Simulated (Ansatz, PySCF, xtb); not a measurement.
Breaking the Al1–H2 bond in C2H5Al (SMILES C=[CH][AlH2]) (multiplicity 1 held, fragments rigid). Energies count from the point at 1.582 Å.
Geometry at that point (charge 0, multiplicity 1):
```json
[
 {"atom": "Al", "x (Å)": "-0.1364", "y (Å)": "0.1629", "z (Å)": "1.1626"},
 {"atom": "H", "x (Å)": "-0.8151", "y (Å)": "1.5910", "z (Å)": "1.2176"},
 {"atom": "H", "x (Å)": "0.1783", "y (Å)": "-0.6444", "z (Å)": "2.4857"},
 {"atom": "C", "x (Å)": "0.2915", "y (Å)": "-0.5524", "z (Å)": "-0.5896"},
 {"atom": "C", "x (Å)": "0.0180", "y (Å)": "0.1449", "z (Å)": "-1.6988"},
 {"atom": "H", "x (Å)": "0.7594", "y (Å)": "-1.5259", "z (Å)": "-0.7301"},
 {"atom": "H", "x (Å)": "0.2417", "y (Å)": "-0.2199", "z (Å)": "-2.6984"},
 {"atom": "H", "x (Å)": "-0.4483", "y (Å)": "1.1257", "z (Å)": "-1.6579"}
]
```

| level | energy at R = 5.063 Å (eV) | cost |
|---|---|---|
| GFN2-xTB | 4.653 | - |
| R-HF/6-31G* | 6.955 | - |
| U-PBE/cc-pV(T+d)Z | 3.604 | - |
| U-r2SCAN/cc-pV(T+d)Z | 3.670 | - |
| U-B3LYP/6-31G* | 3.792 | - |
| U-B3LYP/cc-pV(T+d)Z | 3.806 | - |
| U-MP2/cc-pV(T+d)Z | 3.730 | - |
| R-SCS-MP2/cc-pV(T+d)Z | 5.066 | - |
| U-SCS-MP2/cc-pV(T+d)Z | 3.877 | - |
| U-CCSD/cc-pV(T+d)Z | 3.824 | - |
| CASSCF(2,2)/cc-pV(T+d)Z | 3.378 | - |
| SC-NEVPT2 on CASSCF(2,2)/cc-pV(T+d)Z | 3.641 | - |
| FIC-NEVPT4(SD) on CASSCF(2,2)/cc-pV(T+d)Z | 3.796 | - |
| FIC-MRCISD+Q on CASSCF(2,2)/cc-pV(T+d)Z | 3.818 | - |

The rows run from 3.378 (CASSCF(2,2)/cc-pV(T+d)Z) to 6.955 eV (R-HF/6-31G*). The 3 U-functionals in cc-pV(T+d)Z without D3 or D4 span 0.202, from U-PBE to U-B3LYP.

Restricted levels (R-, RO-) in cc, def2 and unpolarised 6-31G sets keep to the state of the molecule at rest. Unrestricted levels (U-) break spin symmetry where that is lower. Active spaces are followed from a long bond inwards. Curves can end on different states.

Cores are frozen in the correlated methods. Rows in 6-31G* carry no dispersion term and start afresh at each structure (6-31G* with six Cartesian d functions).

Doubts at one or more of the structures used: a restricted determinant that unrestricted orbitals would lower (R-HF/6-31G*, R-SCS-MP2/cc-pV(T+d)Z); a spin-contaminated determinant (U-PBE/cc-pV(T+d)Z, U-r2SCAN/cc-pV(T+d)Z, U-B3LYP/6-31G*, U-B3LYP/cc-pV(T+d)Z, U-MP2/cc-pV(T+d)Z, U-SCS-MP2/cc-pV(T+d)Z, U-CCSD/cc-pV(T+d)Z).

Codes used: Ansatz (Gaussian orbitals); PySCF for 6-31G* rows; xtb for the GFN methods. Values without a source in brackets are computed. The GFN methods have no spin term and hold the electronic entropy of 300 K.

Costs are rough ratios of core time to R-PBE/cc-pV(T+d)Z (about 5 s over the structures, on one shared machine); a dash marks a level with no comparable run of its own.

Ansatz is a program for electronic structure.
